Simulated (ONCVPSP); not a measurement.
**barium: one change to an ONCV potential, before and after**

```
Element                 : Ba
Generator               : ONCVPSP 4.0.1
Type                    : optimised norm-conserving Vanderbilt (ONCV)
Functional              : Wu-Cohen
Relativity              : scalar-relativistic
Frozen core             : [Kr] 4d10
Valence charge          : 10
Reference configuration : 5s2 5p6 (charge +2)
Partial waves           : 5s: rc 2.55 bohr, ncon 4, nbas 7, qcut 4.8 1/bohr, 2 projectors, debl 3.5 Ha; 5p: rc 1.90 bohr, ncon 4, nbas 7, qcut 3.6 1/bohr, 3 projectors, debl 1.7 Ha; d scattering state at 0.33 Ha: rc 2.40 bohr, ncon 4, nbas 8, qcut 4.2 1/bohr, 1 projector
Local potential         : polynomial inside 1.85 bohr (lpopt 3, dvloc0 4 Ha)
Core correction         : Teter function, fcfact 2.75, rcfact 1.4
```

In the s channel the program set the typed energies aside and used -1.692, 0.050 Ha. In the d channel the program set the typed energies aside and used 0.050 Ha.

All-electron outer shells of the reference configuration (Wu-Cohen, scalar-relativistic, ld1.x):

```
shell  level (eV)  outermost node (bohr)  outermost maximum (bohr)
   5p      -30.94                   0.86                      1.67
```

Change: s: ncon 3, nbas 6.

Cutoffs: the cutoffs (Ha) at which the residual kinetic energy of the hardest occupied pseudo-wave falls to 1 and 0.1 mHa per electron; they do not see the model core or the augmentation charge, which bear on the density cutoff. Errors are all-electron minus pseudo energies relative to the spin-unpolarised reference configuration.

**Question.** Predict the effect on cutoff, ghosts and configuration errors.

**Answer.** The potential gets neither clearly harder nor softer (32 Ha and 40 Ha → 32 Ha and 40 Ha); of the 4 tests that both files solve, the error grows in 3 and shrinks in 0 by more than 15 % and 0.3 meV (median size 1.8 → 2.4 meV); neither file shows a bound ghost.

```tsv
quantity	base	changed
cutoff, loose	32 Ha	32 Ha
cutoff, tight	40 Ha	40 Ha
loose cutoff by channel	s 7.8 Ha, p 32 Ha	s 7.3 Ha, p 32 Ha
bound ghosts	none	none
GHOST(+) flags under 300 eV	none	none
error for 5s2 5p6 6s2, meV [ΔE -15.20 eV]	+1.8	+2.4
error for 5s2 5p6 6s1, meV [ΔE -9.83 eV]	+1.5	+1.9
error for 5s2 5p6 6s1.5, meV [ΔE -13.05 eV]	+1.7	+2.3
error for 5s2 5p6 5d0.5 6s1.5, meV [ΔE -14.55 eV]	+10	+11
s: phases at 2.58 bohr within 0.05 rad from the reference energy up to (Ha; the scan ends near 5)	3.5	3.2
p: phases at 1.93 bohr within 0.05 rad from the reference energy up to (Ha; the scan ends near 5)	to the end of the scan	to the end of the scan
d: phases at 2.43 bohr within 0.05 rad from the reference energy up to (Ha; the scan ends near 5)	2.2	2.2
rms error of d²Exc/dni dnj with the model core, mHa	0.39	0.38
```
